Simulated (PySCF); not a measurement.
Partial charges of `C=C(C)[Si@@H](C#N)C[C@@H](F)[SiH3]`

Compound: C6H12FNSi2.
Geometry (GFN2-xTB, Å), atoms numbered from 1 in this order:
```xyz
22
C6H12FNSi2 angstrom
C     -1.7818    2.0056   -0.4252
C     -1.7534    0.6884   -0.2672
C     -2.4736   -0.2282   -1.2128
Si    -0.7736   -0.1147    1.1403
C     -1.7482   -1.6201    1.6803
N     -2.3559   -2.5386    1.9956
C      0.8872   -0.7909    0.4720
C      1.7514    0.3173   -0.1120
F      1.9368    1.2964    0.8671
Si     3.4830   -0.2672   -0.7121
H     -1.2679    2.6723    0.2469
H     -2.3225    2.4742   -1.2345
H     -1.7730   -0.9135   -1.6898
H     -3.1988   -0.8320   -0.6686
H     -2.9932    0.3348   -1.9856
H     -0.6040    0.7490    2.3084
H      0.7229   -1.5377   -0.3060
H      1.4374   -1.2837    1.2754
H      1.2036    0.8306   -0.9130
H      4.0938   -1.0398    0.3678
H      4.2714    0.9177   -1.0359
H      3.2480   -1.1007   -1.8926
```

Density: PBE0/pcSseg-1 (PySCF); schemes: Mulliken, IAO, Hirshfeld and ESP-fitted. The structure is a single GFN2-xTB conformer in the gas phase; no vibrational or solvent corrections.

Problem. Tabulate the Mulliken, IAO, Hirshfeld and ESP-fitted charges.

Solution. In e:

```json
{"atom": "C1", "environment": "terminal =CH2 carbon", "Mulliken": "-0.073", "IAO": "-0.296", "Hirshfeld": "-0.088", "ESP-fitted": "-0.524"}
{"atom": "C2", "environment": "fully substituted alkene carbon", "Mulliken": "-0.644", "IAO": "-0.245", "Hirshfeld": "-0.075", "ESP-fitted": "+0.190"}
{"atom": "C3", "environment": "allylic carbon", "Mulliken": "-0.182", "IAO": "-0.419", "Hirshfeld": "-0.118", "ESP-fitted": "-0.551"}
{"atom": "Si4", "environment": "SiH silicon", "Mulliken": "+0.965", "IAO": "+0.886", "Hirshfeld": "+0.399", "ESP-fitted": "+0.224"}
{"atom": "C5", "environment": "cyano carbon", "Mulliken": "-0.213", "IAO": "-0.155", "Hirshfeld": "-0.030", "ESP-fitted": "+0.216"}
{"atom": "N6", "environment": "cyano nitrogen", "Mulliken": "-0.211", "IAO": "-0.202", "Hirshfeld": "-0.204", "ESP-fitted": "-0.410"}
{"atom": "C7", "environment": "sp3 carbon bound to silicon", "Mulliken": "-0.552", "IAO": "-0.546", "Hirshfeld": "-0.164", "ESP-fitted": "-0.191"}
{"atom": "C8", "environment": "sp3 C–F carbon", "Mulliken": "-0.109", "IAO": "-0.073", "Hirshfeld": "-0.022", "ESP-fitted": "+0.078"}
{"atom": "F9", "environment": "alkyl fluorine", "Mulliken": "-0.342", "IAO": "-0.335", "Hirshfeld": "-0.116", "ESP-fitted": "-0.236"}
{"atom": "Si10", "environment": "SiH3 silicon", "Mulliken": "+0.519", "IAO": "+0.600", "Hirshfeld": "+0.317", "ESP-fitted": "+0.295"}
{"atom": "H11", "environment": "vinylic hydrogen", "Mulliken": "+0.119", "IAO": "+0.150", "Hirshfeld": "+0.048", "ESP-fitted": "+0.194"}
{"atom": "H12", "environment": "vinylic hydrogen", "Mulliken": "+0.114", "IAO": "+0.147", "Hirshfeld": "+0.050", "ESP-fitted": "+0.211"}
{"atom": "H13", "environment": "methyl hydrogen", "Mulliken": "+0.127", "IAO": "+0.147", "Hirshfeld": "+0.046", "ESP-fitted": "+0.160"}
{"atom": "H14", "environment": "methyl hydrogen", "Mulliken": "+0.149", "IAO": "+0.161", "Hirshfeld": "+0.046", "ESP-fitted": "+0.172"}
{"atom": "H15", "environment": "methyl hydrogen", "Mulliken": "+0.118", "IAO": "+0.147", "Hirshfeld": "+0.048", "ESP-fitted": "+0.163"}
{"atom": "H16", "environment": "Si–H hydrogen", "Mulliken": "-0.024", "IAO": "-0.092", "Hirshfeld": "-0.058", "ESP-fitted": "-0.025"}
{"atom": "H17", "environment": "methylene hydrogen", "Mulliken": "+0.162", "IAO": "+0.160", "Hirshfeld": "+0.051", "ESP-fitted": "+0.075"}
{"atom": "H18", "environment": "methylene hydrogen", "Mulliken": "+0.163", "IAO": "+0.157", "Hirshfeld": "+0.044", "ESP-fitted": "+0.096"}
{"atom": "H19", "environment": "methine hydrogen", "Mulliken": "+0.142", "IAO": "+0.141", "Hirshfeld": "+0.032", "ESP-fitted": "+0.076"}
{"atom": "H20", "environment": "Si–H hydrogen", "Mulliken": "-0.076", "IAO": "-0.110", "Hirshfeld": "-0.068", "ESP-fitted": "-0.063"}
{"atom": "H21", "environment": "Si–H hydrogen", "Mulliken": "-0.070", "IAO": "-0.104", "Hirshfeld": "-0.068", "ESP-fitted": "-0.064"}
{"atom": "H22", "environment": "Si–H hydrogen", "Mulliken": "-0.082", "IAO": "-0.119", "Hirshfeld": "-0.072", "ESP-fitted": "-0.085"}
```

Mean size of the charges over all atoms: IAO 0.245 e, Mulliken 0.234 e, ESP-fitted 0.195 e, Hirshfeld 0.098 e. Each set sums to the total charge, 0, to within 0.001 e. The Mulliken scheme gives each basis function's population to the atom it is centred on and halves the overlap population of two atoms between them.

Lowest charge. The schemes don't all agree: Mulliken C2 (-0.644); IAO C7 (-0.546); Hirshfeld N6 (-0.204); ESP-fitted C3 (-0.551).

Highest charge. The schemes don't all agree: Mulliken Si4 (+0.965); IAO Si4 (+0.886); Hirshfeld Si4 (+0.399); ESP-fitted Si10 (+0.295).

Problem. How many electrons does the IAO scheme count on C5?

Solution. Z − q = 6 − (-0.155) = 6.155.

Problem. How closely do the schemes follow one another over all atoms?

Solution. Correlation coefficient and root-mean-square difference: IAO with Hirshfeld 0.96, 0.189 e; Mulliken with IAO 0.94, 0.116 e; Mulliken with Hirshfeld 0.90, 0.213 e; IAO with ESP-fitted 0.69, 0.230 e; Hirshfeld with ESP-fitted 0.68, 0.179 e; Mulliken with ESP-fitted 0.45, 0.307 e.

These values come from a run that also computed NMR shieldings. On an AMD EPYC with one thread, shared host, this took 3.5 min wall, 2.8 min CPU (grids of density and orbitals included) and 1.1 GiB of memory at its peak.
